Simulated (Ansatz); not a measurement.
Correlation energies of `OC1=C[SiH2][SiH2]1` by basis set

```json
{"atom": "O1", "x (Å)": "1.079", "y (Å)": "-0.607", "z (Å)": "-1.957"}
{"atom": "C2", "x (Å)": "0.423", "y (Å)": "-0.258", "z (Å)": "-0.836"}
{"atom": "C3", "x (Å)": "-0.916", "y (Å)": "-0.155", "z (Å)": "-0.657"}
{"atom": "Si4", "x (Å)": "-1.101", "y (Å)": "0.366", "z (Å)": "1.120"}
{"atom": "Si5", "x (Å)": "1.199", "y (Å)": "0.194", "z (Å)": "0.829"}
{"atom": "H6", "x (Å)": "0.443", "y (Å)": "-0.787", "z (Å)": "-2.661"}
{"atom": "H7", "x (Å)": "-1.644", "y (Å)": "-0.354", "z (Å)": "-1.443"}
{"atom": "H8", "x (Å)": "-1.800", "y (Å)": "-0.602", "z (Å)": "2.010"}
{"atom": "H9", "x (Å)": "-1.711", "y (Å)": "1.707", "z (Å)": "1.342"}
{"atom": "H10", "x (Å)": "1.970", "y (Å)": "-0.910", "z (Å)": "1.462"}
{"atom": "H11", "x (Å)": "2.059", "y (Å)": "1.407", "z (Å)": "0.792"}
```

Total charge 0; spin multiplicity 1. The structure was optimised at the PBE0-D4/def2-TZVP level. It is one conformer, not always the lowest. Frozen core, restricted reference, Ansatz. CBS rows extrapolate triple and quadruple zeta; past MP2 they add the triple-zeta difference.

```json
{"basis": "def2-SVP", "HF (Eh)": "-731.61171", "MP2 corr.": "-0.63589"}
{"basis": "def2-TZVPP", "HF (Eh)": "-731.99935", "MP2 corr.": "-0.79282"}
{"basis": "def2-QZVPP", "HF (Eh)": "-732.02386", "MP2 corr.": "-0.85046"}
```

**Question.** Estimate the CCSD correlation energy and the (T) correction in each basis where they were run (hartree).

**Answer.** 
| basis | CCSD corr. | (T) |
| --- | --- | --- |
| def2-SVP | -0.68860 | -0.02414 |
| def2-TZVPP | -0.83767 | -0.03784 |
| CBS(def2) | -0.93802 | as TZ |
